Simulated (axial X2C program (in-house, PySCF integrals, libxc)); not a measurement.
GaF: cheaper levels and CCSD(T), 2c

Calculated with an axial X2C code built on PySCF integrals. Two-component (2c) means X2C with spin–orbit coupling and atomic mean-field two-electron Coulomb and Gaunt terms. Basis: Ga dyall-cv3z [9s9p7d4f1g], F dyall-av3z [7s6p3d2f] (cores contracted in-house); Gaussian nuclei, density fitting, unrestricted open shells. Masses: Ga 68.926 u, F 18.998 u.

State: Ω = 0 (closed shell); fragments Ga + F.

```json
{"level": "PBE0", "Re (Å)": "1.784", "ωe (cm⁻¹)": "608.9", "De (eV)": "n/a"}
{"level": "HF", "Re (Å)": "1.763", "ωe (cm⁻¹)": "645.0", "De (eV)": "n/a"}
{"level": "MP2", "Re (Å)": "1.795", "ωe (cm⁻¹)": "607.8", "De (eV)": "6.36"}
{"level": "CCSD", "Re (Å)": "1.786", "ωe (cm⁻¹)": "619.4", "De (eV)": "5.86"}
{"level": "B3LYP", "Re (Å)": "1.799", "ωe (cm⁻¹)": "590.3", "De (eV)": "n/a"}
```

Correlated methods: 10 electrons correlated (number of frozen shells: Ga 3 s, 2 p, 1 d; F 1 s), 258 virtual spin orbitals or spinors in MP2, 90 natural virtuals in coupled cluster.

CCSD(T), same Hamiltonian and basis:

Re = 1.792 Å, ωe = 611.6 cm⁻¹, De = 6.00 eV; T1 = 0.016 (Lee–Taylor normalisation).

**Question.** Give the differences from CCSD(T) in the columns below.

**Answer.** 

```json
{"level": "PBE0", "ΔRe (Å)": "-0.008", "Δωe (cm⁻¹)": "-3", "ΔDe (eV)": "n/a"}
{"level": "HF", "ΔRe (Å)": "-0.029", "Δωe (cm⁻¹)": "33", "ΔDe (eV)": "n/a"}
{"level": "MP2", "ΔRe (Å)": "0.003", "Δωe (cm⁻¹)": "-4", "ΔDe (eV)": "0.36"}
{"level": "CCSD", "ΔRe (Å)": "-0.006", "Δωe (cm⁻¹)": "8", "ΔDe (eV)": "-0.14"}
{"level": "B3LYP", "ΔRe (Å)": "0.007", "Δωe (cm⁻¹)": "-21", "ΔDe (eV)": "n/a"}
```

The state is one determinant whose occupation by symmetry is held fixed; it was picked as the lowest of a PBE0 search that is not exhaustive. The closed shell is kept restricted, so the energy runs too high when the bond is stretched far. De is counted from the lowest determinant-based energies of the atoms at the same level, without counterpoise correction. De is not given where an atomic determinant may have missed its ground term or J level, or where the truncated virtual space spoils (T). Coupled cluster ran in a truncated set of natural virtual spinors; the MP2 energy of the rest was added. (T) has no such correction and the atoms are truncated less, which lowers De at CCSD(T) by a hundredth of an eV or more. Without a current term, density functionals place determinants with orbital angular momentum somewhat too high. With the outer-core shells frozen, correlated bond lengths of heavy atoms tend to come out a few hundredths of an ångström too long.
